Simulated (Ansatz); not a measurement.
## Match the barriers

Saddle point of MgH$_{5}$ClO$_{2}$, singlet (MgH₃ClO ([OH2][MgH][Cl]) + H₂O → MgH₃ClO₂ ([OH][Mg]([OH2])[Cl]) + H₂; bonds formed: Mg1–O7, H2–H6, H4–O7; dative contacts that become bonds: Mg1–O5; bonds broken: Mg1–H2, H4–O5, H6–O7), PBE0-D4/def2-TZVP structure:

Mg1  (-0.615, 0.931, -0.911)
H2  (0.044, -0.717, -1.411)
Cl3  (-1.526, 2.480, -2.177)
H4  (0.277, -0.449, 1.007)
O5  (-0.183, 0.752, 0.928)
H6  (0.325, -1.140, -0.522)
O7  (0.572, -1.474, 0.634)
H8  (-0.413, 1.239, 1.717)
H9  (1.518, -1.621, 0.737)
(Å)

Ansatz 0.2.0; basis: def2-TZVPP, with def2-QZVPP for the basis limit; cores frozen in the correlated methods. The outer core shell of Li, Na, Mg and K is correlated. The def2 sets are not built for correlating such inner shells, so the correlated values are less sure here. Extrapolation: Hartree–Fock as exp(−7.88 √X), correlation as X^−2.97. Four methods, as single points on the PBE0-D4 structures, gave these electronic barriers from the start structure: 7.90, 10.21, 13.10, 24.40 kcal/mol.

Task: The methods were, in alphabetical order, BLYP-D4, CCSD(T), HF, PBE0-D4. Which gave which? (Judge from chemistry; the calculation decides.)

Result: By the calculation: BLYP-D4 7.90; PBE0-D4 10.21; CCSD(T) 13.10; HF 24.40 kcal/mol. For comparison, CCSD(T) at an estimated basis limit (MP2 extrapolated from triple and quadruple zeta, plus CCSD(T) − MP2 in triple zeta) gives 12.25 kcal/mol.

T1 diagnostic: at most 0.010.

Labels in which every atom is bracketed show which atoms are joined, not bond orders.

For scale, one of the runs: CCSD(T)/def2-TZVPP, 206 basis functions, launched by `ansatz run in.yaml --threads 4 --pin off --events-out ev --progress --plain --max-ram 9574MiB`. Hardware: 4 CPU threads of an Arm Neoverse V1, shared host. Wall time 91 s; peak host memory 3 GiB.
